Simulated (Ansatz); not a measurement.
One change: `FB(F)C(F)(F)F` becomes `FC(F)(F)S`.

Ansatz, PBE0-D4/def2-TZVP geometries, multiplicity 1. Each molecule was computed in one conformer, which needn't be the lowest.

```
                             property  `FB(F)C(F)(F)F`
   LUMO energy (PBE0/def2-TZVPP) / eV            -1.18
HOMO–LUMO gap (B3LYP/def2-TZVPP) / eV             8.96
  HOMO–LUMO gap (PBE/def2-TZVPP) / eV             6.59
    HOMO energy (PBE/def2-TZVPP) / eV            -8.80
    LUMO energy (PBE/def2-TZVPP) / eV            -2.21
LUMO energy (ωB97M-V/def2-TZVPP) / eV             0.98
```

**Question.** What does the change do to each property? (An estimate is asked.)

**Answer.** Computed: 
```tsv
property	`FC(F)(F)S`	shift
LUMO energy (PBE0/def2-TZVPP) / eV	-0.37	0.81
HOMO–LUMO gap (B3LYP/def2-TZVPP) / eV	7.29	-1.67
HOMO–LUMO gap (PBE/def2-TZVPP) / eV	5.45	-1.14
HOMO energy (PBE/def2-TZVPP) / eV	-6.83	1.97
LUMO energy (PBE/def2-TZVPP) / eV	-1.38	0.83
LUMO energy (ωB97M-V/def2-TZVPP) / eV	1.70	0.72
```

With PBE0 the HOMO rises by 2.44 eV and the LUMO rises by 0.81 eV, so the gap narrows by about 1.63 eV. PBE moves the HOMO by 1.97 eV and ωB97M-V by 2.56 eV.

B3LYP here is the variant with VWN-RPA as its local correlation; programs differ in this.
